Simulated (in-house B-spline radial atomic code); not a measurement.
# Ge2+: [Ar] 3d10 4s2

All numbers are computed (non-relativistic BLYP, spin-polarised, spherical fractional occupations; point nucleus) with a B-spline radial code for spherical atoms, not measured.

Effective charges: Z_r = [3n² - l(l+1)]/(2<r>) from the radius, Z_e = n√(-2ε) from the energy, and Slater's rules. Values are occupation-weighted means over spin.

```csv
shell,electrons,ε (eV),<r> (bohr),Z_r,Z_e,Slater
1s,2,-10826,0.04785,31.35,28.21,31.70
2s,2,-1357.2,0.2139,28.05,19.98,27.85
2p,6,-1210.8,0.1852,26.99,18.87,27.85
3s,2,-182.53,0.6351,21.26,10.99,20.75
3p,6,-134.06,0.6516,19.18,9.42,20.75
3d,10,-49.88,0.7286,14.41,5.74,10.85
4s,2,-28.858,1.971,12.18,5.83,6.35
```

The least bound orbital is 4s at -28.86 eV, and it is also the most diffuse (<r> = 1.971 bohr).
